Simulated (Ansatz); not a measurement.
CH7SiSn (`[CH3][SnH][SiH3]`) radical, relaxed with UKS PBE0-D4/def2-TZVP in the Gaussian-basis code of Ansatz from a PBE-D4/def2-SVP geometry. The force threshold is 0.005 eV/Å; the program also tests the step.

Charge 0, multiplicity 2. Sn takes the def2 core potential.

Start:

```xyz
10

C    -1.751   -0.891   -0.209
Sn   -0.160   -0.226    1.151
Si    1.575    1.224   -0.149
H    -2.266   -0.016   -0.648
H    -1.288   -1.494   -1.016
H    -2.483   -1.514    0.339
H     0.619   -1.669    1.774
H     2.690    1.666    0.761
H     0.888    2.449   -0.693
H     2.176    0.470   -1.311
```

How much energy does the relaxation release, and in how many steps? (Estimate.)

Ansatz gave: 4.10 kJ/mol, in 6 steps.

Which bonds change most? (An estimate is asked.)

Computed: C1–Sn2 from 2.196 to 2.159 Å; Sn2–Si3 from 2.608 to 2.574 Å; Sn2–H7 from 1.754 to 1.725 Å; Si3–H10 from 1.510 to 1.491 Å.

Give the relaxed structure. (Best estimate.)

Ansatz gave: 
```xyz
10

C    -1.743   -0.895   -0.205
Sn   -0.147   -0.235    1.089
Si    1.573    1.219   -0.157
H    -2.246   -0.035   -0.647
H    -1.324   -1.516   -0.999
H    -2.462   -1.481    0.367
H     0.604   -1.637    1.759
H     2.650    1.636    0.779
H     0.897    2.438   -0.676
H     2.197    0.508   -1.310
```
